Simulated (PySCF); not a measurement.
C₄H₆Cl₂O.
SMILES with atom numbers: `[Cl:1][CH:2]([Cl:3])[CH:4]1[CH2:5][O:6][CH2:7]1` (hydrogens: H8 on C2; H9 on C4; H10, H11 on C5; H12, H13 on C7)

The calculation used PySCF 2.14.0, PBE0-D3(BJ)/def2-SVP geometry optimisation, gas phase.

(1) List the bond lengths, angles and torsions at this level.

Answers

(1) 
```csv
bond,length (pm)
"Cl1–C2, C2–Cl3",178.1
C2–C4,150.5
"C4–C5, C4–C7",153.6
"C5–O6, O6–C7",142.3
C2–H8,109.8
C4–H9,109.9
"C5–H10, C7–H13",110.3
"C5–H11, C7–H12",110.5
```

Bonds in one row agree within 1 pm and their mean is given. A selection of angles:
```csv
angle,degrees
Cl1–C2–Cl3,111.2
Cl1–C2–C4,110.3
Cl1–C2–H8,106.6
C4–C2–H8,111.9
C2–C4–C5,115.5
C2–C4–H9,109.0
C5–C4–C7,83.8
C5–C4–H9,115.6
C4–C5–O6,91.9
C4–C5–H10,114.8
C4–C5–H11,115.2
O6–C5–H10,112.7
O6–C5–H11,113.0
H10–C5–H11,108.5
C5–O6–C7,92.3
```

Dihedral angles: Cl1–C2–C4–C5 166° (antiperiplanar); C2–C4–C5–O6 -114° (anticlinal); C4–C5–O6–C7 -2° (synperiplanar); C5–O6–C7–C4 2° (synperiplanar); C2–C4–C7–O6 114° (anticlinal).

Of the pairs four or more bonds apart, Cl3···H11 is among the closest relative to their van der Waals radii: 3.08 Å, 105 % of the sum of Bondi's values. The 4-membered ring C4–C5–O6–C7 has internal angles of 83.8° to 92.3° (sum 360°, against 360° for a flat polygon); it is almost planar, 0.01 Å rms from its mean plane, widest ring torsion 2°. The C–C distances run from 1.505 Å (C2–C4, drawn single) to 1.536 Å (C4–C7, drawn single), a spread of 0.031 Å.

Point group: Cs (every atom within 0.08 Å of its image). No PBE0-D3(BJ)/def2-SVP frequencies stand behind this structure, so it isn't proved a minimum. One conformer, not necessarily the lowest.
